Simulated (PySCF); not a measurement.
PySCF 2.14 output of an unrestricted HSE06 calculation on a single atom or ion in ANO-RCC-VTZP (6s5p3d2f1g, 59 functions), with scalar relativity by spin-free X2C-1e:

```
SCF conv_tol = 1e-09
number electrons alpha = 15  beta = 13
    J. Heyd, G. E. Scuseria, and M. Ernzerhof.,  J. Chem. Phys. 118, 8207 (2003)
    J. Heyd, G. E. Scuseria, and M. Ernzerhof.,  J. Chem. Phys. 124, 219906 (2006)
    A. V. Krukau, O. A. Vydrov, A. F. Izmaylov, and G. E. Scuseria.,  J. Chem. Phys. 125, 224106 (2006)
cycle= 1 E= -1520.34010532527  delta_E= -0.014  |g|= 0.155  |ddm|= 0.208
cycle= 2 E= -1520.33173628936  delta_E= 0.00837  |g|= 0.287  |ddm|= 0.138
cycle= 3 E= -1520.34410848466  delta_E= -0.0124  |g|= 0.0084  |ddm|= 0.0805
cycle= 4 E= -1520.34412510196  delta_E= -1.66e-05  |g|= 0.00144  |ddm|= 0.00471
cycle= 5 E= -1520.34412550659  delta_E= -4.05e-07  |g|= 0.000119  |ddm|= 0.000641
cycle= 6 E= -1520.34412550965  delta_E= -3.06e-09  |g|= 4.34e-06  |ddm|= 6.2e-05
cycle= 7 E= -1520.34412550965  delta_E= -3.64e-12  |g|= 5.71e-07  |ddm|= 1.47e-06
converged SCF energy = -1520.34412550965  <S^2> = 2.0027455  2S+1 = 3.0018298
```

The run itself started from symmetry-adapted Hartree-Fock orbitals and held the occupation by maximum overlap, on a logarithmic radial grid, so the iterations belong to that start.

Q: Which element, charge and spin multiplicity is this?

A: Ni (nickel, neutral), multiplicity 3; the state was [Ar] 3d8 4s2, high-spin 3F determinant.
